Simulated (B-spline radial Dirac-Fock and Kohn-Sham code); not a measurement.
Z = 35 (bromine), transition energy 1200 keV. Method: a Dirac-Hartree-Slater potential of the neutral atom with a Latter tail (no hole, which puts coefficients of high multipoles low close above an edge), finite nucleus with surface currents. Computed with a radial atomic solver. Subshells that would emit electrons below 1 keV are left out, and so is internal pair formation.

**Question.** A pure transition shows α(K) = 0.00204, L1/L2 = 27.9 and L1/L3 = 60.1. What is its multipolarity?
A. M3
B. E1
C. M1
D. M4
E. E2
F. E4
G. M2
H. E3

**Answer.** D. For comparison, α(K), L1/L2, L1/L3 are E1 0.000126, 135, 60.7; E2 0.000271, 61.5, 60.7; E3 0.000525, 30.7, 52.8; E4 0.000979, 17.8, 42.1; M1 0.000259, 92.1, 134; M2 0.000560, 56.7, 158; M3 0.00109, 38.5, 107.
